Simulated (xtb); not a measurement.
disilazane (H7NSi2), singlet, at a GFN2-xTB geometry; GFN2-xTB in xtb.

Input for xtb:
```
$ xtb mol.xyz --gfn 2 --acc 0.1 --json

# file mol.xyz
10

Si     1.49303295    -0.29467355     0.37775681
N      0.07177708    -0.11245754    -0.59500001
Si    -1.52266963     0.35803387    -0.10940318
H      2.60085977    -0.44841929    -0.56612732
H      1.61644865     0.91435503     1.18804151
H      1.41022821    -1.47096761     1.25316965
H      0.11743383    -0.57014488    -1.49085173
H     -2.18929653    -0.69189990     0.67169837
H     -2.25767966     0.60314487    -1.35098125
H     -1.38552039     1.56409001     0.70310006
```

The log (banner, timings and long lists left out):

```
   ID    Z sym.   atoms
    1   14 Si     1, 3
    2    7 N      2
    3    1 H      4-10

           -------------------------------------------------
          |                Calculation Setup                |
           -------------------------------------------------

           -------------------------------------------------
          |                 G F N 2 - x T B                 |
           -------------------------------------------------

          ...................................................
          :                      SETUP                      :
          :.................................................:
          :  # basis functions                  31          :
          :  # atomic orbitals                  29          :
          :  # shells                           15          :
          :  # electrons                        20          :
          :  max. iterations                   250          :
          :  Hamiltonian                  GFN2-xTB          :
          :  restarted?                      false          :
          :  GBSA solvation                  false          :
          :  PC potential                    false          :
          :  electronic temp.          300.0000000     K    :
          :  accuracy                    0.1000000          :
          :  -> integral cutoff          0.3500000E+02      :
          :  -> integral neglect         0.1000000E-08      :
          :  -> SCF convergence          0.1000000E-06 Eh   :
          :  -> wf. convergence          0.1000000E-04 e    :
          :  Broyden damping             0.4000000          :
          :  net charge                          0          :
          :  unpaired electrons                  0          :
          ...................................................

 iter      E             dE          RMSdq      gap      omega  full diag
   1     -9.9957886 -0.999579E+01  0.614E+00    5.26       0.0  T
   2    -10.0954847 -0.996961E-01  0.338E+00    4.90       1.0  T
   3    -10.0985868 -0.310210E-02  0.248E+00    5.18       1.0  T
   4    -10.0989191 -0.332234E-03  0.905E-01    4.99       1.0  T
   5    -10.0991091 -0.190005E-03  0.425E-01    5.10       1.0  T
   6    -10.0992347 -0.125655E-03  0.884E-02    5.04       1.0  T
   7    -10.0992364 -0.166368E-05  0.586E-02    5.07       1.0  T
   8    -10.0992471 -0.107004E-04  0.441E-03    5.05       7.2  T
   9    -10.0992471 -0.136689E-07  0.179E-03    5.05      17.6  T
  10    -10.0992471 -0.272750E-08  0.203E-04    5.05     156.0  T
  11    -10.0992471 -0.216538E-11  0.120E-04    5.05     263.9  T
  12    -10.0992471 -0.861355E-11  0.306E-05    5.05    1035.0  T
  13    -10.0992471 -0.404476E-11  0.824E-06    5.05    3836.1  T

   *** convergence criteria satisfied after 13 iterations ***

         :::::::::::::::::::::::::::::::::::::::::::::::::::::
         ::                     SUMMARY                     ::
         :::::::::::::::::::::::::::::::::::::::::::::::::::::
         :: total energy              -9.995139570999 Eh    ::
         :: gradient norm              0.000013117462 Eh/a0 ::
         :: HOMO-LUMO gap              5.052997629112 eV    ::
         ::.................................................::
         :: SCC energy               -10.099243521344 Eh    ::
         :: -> isotropic ES            0.035578199126 Eh    ::
         :: -> anisotropic ES          0.006237847819 Eh    ::
         :: -> anisotropic XC          0.004066119585 Eh    ::
         :: -> dispersion             -0.006063811858 Eh    ::
         :: repulsion energy           0.104103950344 Eh    ::
         :: add. restraining           0.000000000000 Eh    ::
         :: total charge              -0.000000000000 e     ::
         :::::::::::::::::::::::::::::::::::::::::::::::::::::

           -------------------------------------------------
          |                Property Printout                |
           -------------------------------------------------

    * Orbital Energies and Occupations

         #    Occupation            Energy/Eh            Energy/eV
      -------------------------------------------------------------
         1        2.0000           -0.7299272             -19.8623
         2        2.0000           -0.6988521             -19.0167
         3        2.0000           -0.5512407             -15.0000
         4        2.0000           -0.4735502             -12.8860
         5        2.0000           -0.4382666             -11.9258
         6        2.0000           -0.4342540             -11.8167
         7        2.0000           -0.4207211             -11.4484
         8        2.0000           -0.4194001             -11.4125
         9        2.0000           -0.4169131             -11.3448
        10        2.0000           -0.3763600             -10.2413 (HOMO)
        11                         -0.1906657              -5.1883 (LUMO)
        12                         -0.1729027              -4.7049
        13                         -0.1639447              -4.4612
        14                         -0.1595375              -4.3412
        15                         -0.1458790              -3.9696
        16                         -0.1445197              -3.9326
        17                         -0.0662010              -1.8014
        18                         -0.0486900              -1.3249
        19                         -0.0262210              -0.7135
        20                          0.0077140               0.2099
        21                          0.1422413               3.8706
       ...                                ...                  ...
        29                          0.7992227              21.7480
      -------------------------------------------------------------
                  HL-Gap            0.1856942 Eh            5.0530 eV
             Fermi-level           -0.2835129 Eh           -7.7148 eV

     #   Z          covCN         q      C6AA      α(0)
     1  14 Si       3.664     0.481    97.880    18.962
     2   7 N        2.500    -0.450    31.870     8.384
     3  14 Si       3.664     0.481    97.880    18.962
     4   1 H        0.918    -0.110     5.927     3.808
     5   1 H        0.919    -0.107     5.803     3.768
     6   1 H        0.917    -0.110     5.915     3.804
     7   1 H        0.862     0.141     1.462     1.894
     8   1 H        0.917    -0.110     5.915     3.804
     9   1 H        0.918    -0.110     5.927     3.808
    10   1 H        0.919    -0.107     5.803     3.768

 Mol. C6AA /au·bohr⁶  :       1673.089273
 Mol. C8AA /au·bohr⁸  :      61046.345051
 Mol. α(0) /au        :         70.959853

Wiberg/Mayer (AO) data.
largest (>0.10) Wiberg bond orders for each atom

 ---------------------------------------------------------------------------
     #   Z sym  total        # sym  WBO       # sym  WBO       # sym  WBO
 ---------------------------------------------------------------------------
     1  14 Si   3.763 --     2 N    1.067     5 H    0.896     4 H    0.891
                             6 H    0.889
     2   7 N    3.277 --     1 Si   1.067     3 Si   1.067     7 H    0.971
     3  14 Si   3.763 --     2 N    1.067    10 H    0.896     9 H    0.891
                             8 H    0.889
     4   1 H    0.988 --     1 Si   0.891
     5   1 H    0.989 --     1 Si   0.896
     6   1 H    0.988 --     1 Si   0.889
     7   1 H    0.980 --     2 N    0.971
     8   1 H    0.988 --     3 Si   0.889
     9   1 H    0.988 --     3 Si   0.891
    10   1 H    0.989 --     3 Si   0.896
 ---------------------------------------------------------------------------

Topologies differ in total number of bonds
Writing topology from bond orders to xtbtopo.mol

molecular dipole:
                 x           y           z       tot (Debye)
 q only:       -0.013      -0.082      -0.029
   full:       -0.022      -0.190      -0.115       0.566
molecular quadrupole (traceless):
                xx          xy          yy          xz          yz          zz
 q only:        0.537      -0.357      -0.606       0.208       0.530       0.069
  q+dip:       -2.235       0.453       0.471      -0.447       1.047       1.764
   full:       -0.608      -0.237      -0.588       0.025       1.420       1.196

           -------------------------------------------------
          | TOTAL ENERGY               -9.995139570999 Eh   |
          | GRADIENT NORM               0.000013117462 Eh/α |
          | HOMO-LUMO GAP               5.052997629112 eV   |
           -------------------------------------------------

normal termination of xtb
```
